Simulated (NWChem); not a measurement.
hexafluoropropylene oxide (C3F6O); SMILES FC1(F)C(F)(O1)C(F)(F)F

```xyz
10

F      1.5189     1.5171    -0.0608
C      0.1987     1.3942     0.0632
F     -0.4025     2.5049    -0.3602
O     -0.2709     0.8458     1.2451
C     -0.5057     0.1194     0.0358
F     -1.7831     0.0751    -0.3782
C      0.1463    -1.2543    -0.0657
F     -0.5421    -2.1423     0.6647
F      1.4082    -1.2152     0.3738
F      0.1422    -1.6569    -1.3462
```
Atoms are numbered in this order, from 1.

Program: NWChem. Pople sets run with spherical d functions. Geometry: optimised at B3LYP/6-31G* (spherical d). Vzz is the largest principal value of the second derivative of the potential at the nucleus (NWChem prints the opposite sign); η is the asymmetry. Non-relativistic.

| level | Vzz O4 (a.u.) | η O4 |
|---|---|---|
| CAM-B3LYP/6-31G* | -1.648 | 0.18 |
| PBE0/def2-SVP | -1.670 | 0.19 |
| PBE0/6-31G* | ? | 0.19 |

Some entries are withheld; supply them.


- PBE0/6-31G*, Vzz O4 (a.u.): -1.627
